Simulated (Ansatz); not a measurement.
Born–Oppenheimer molecular dynamics of CH$_{2}$OSe (5 atoms, charge 0, multiplicity 1). It starts at the highest image of a converged band. Of that band: The profile has 2 maxima (images 1, 5) with wells between them (image 2): this band takes more than one step, which may be the mechanism or a detour left from its start path. Neighbouring images differ by up to 1.5 eV, so the band resolves the path poorly. A vibrational analysis at the climbing image gives one clearly imaginary mode, 507i cm⁻¹: a first-order saddle point.

All numbers below come from Ansatz 0.2.0, UKS PBE/def2-SVP.

- ensemble: NVE (velocity Verlet)
- time step: 0.5 fs
- steps asked: 200
- starting velocities drawn for: 300 K
- seed: 2731

First frame:

```xyz
5
Properties=species:S:1:pos:R:3
O -0.723 -0.741 0.490
C -0.182 -0.389 -0.644
Se 1.627 0.448 -0.148
H -1.598 -1.143 0.269
H 0.925 1.751 -0.009
```

**Question.** How far do the bonds stretch over the last three quarters of this one trajectory? (Pairs bonded in most of those frames.)

**Answer.** 
```tsv
bond	mean (Å)	spread (Å)	shortest	longest
O1–C2	1.331	0.036	1.27	1.40
O1–H4	0.985	0.010	0.97	1.00
C2–Se3	1.975	0.058	1.86	2.05
Se3–H5	1.503	0.013	1.48	1.52
```

Mean temperature of the second half: 909 K. The conserved energy stayed within 0.058 meV per atom of its start (net change 0.037 meV per atom), so the integration is sound. The kinetic energy rose, since the run started high on the potential surface and went downhill. A run of 0.1 ps of so small a system gives no equilibrium averages. The orbitals were unrestricted but ended closed-shell.

The run took 3.8 min on 2 threads of Intel(R) Xeon(R) Platinum 8259CL CPU @ 2.50GHz (Skylake/Cascade Lake) (shared host), peak memory 0.15 GiB.
